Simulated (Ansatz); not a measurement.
One change: `[F][Ga]([SH])[Cl]` becomes `[F][Al]([SH])[Cl]`.

Ansatz, PBE0-D4/def2-TZVP geometries, multiplicity 1. Each molecule was computed in one conformer, which needn't be the lowest.

Scalar relativity is left out up to krypton.

```tsv
property	`[F][Ga]([SH])[Cl]`
LUMO energy (ωB97M-V/def2-TZVPP) / eV	0.35
size of the dipole moment (B3LYP/def2-TZVPP) / D	1.61
LUMO energy (PBE/def2-TZVPP) / eV	-2.52
HOMO energy (ωB97M-V/def2-TZVPP) / eV	-10.65
size of the dipole moment (ωB97M-V/def2-TZVPP) / D	1.55
LUMO energy (B3LYP/def2-TZVPP) / eV	-1.92
```

**Question.** Give the same properties after the change, and the shifts. (Estimate.)

**Answer.** Ansatz gave: 
| property | `[F][Al]([SH])[Cl]` | shift |
| --- | --- | --- |
| LUMO energy (ωB97M-V/def2-TZVPP) / eV | 0.65 | 0.30 |
| size of the dipole moment (B3LYP/def2-TZVPP) / D | 1.39 | -0.22 |
| LUMO energy (PBE/def2-TZVPP) / eV | -1.88 | 0.64 |
| HOMO energy (ωB97M-V/def2-TZVPP) / eV | -10.49 | 0.16 |
| size of the dipole moment (ωB97M-V/def2-TZVPP) / D | 1.34 | -0.21 |
| LUMO energy (B3LYP/def2-TZVPP) / eV | -1.32 | 0.60 |

With PBE0 the HOMO rises by 0.15 eV and the LUMO rises by 0.54 eV, so the gap widens by about 0.39 eV. PBE moves the HOMO by 0.13 eV and ωB97M-V by 0.16 eV. Dipoles are sizes alone; their direction can turn.

B3LYP here is the variant with VWN-RPA as its local correlation; programs differ in this.
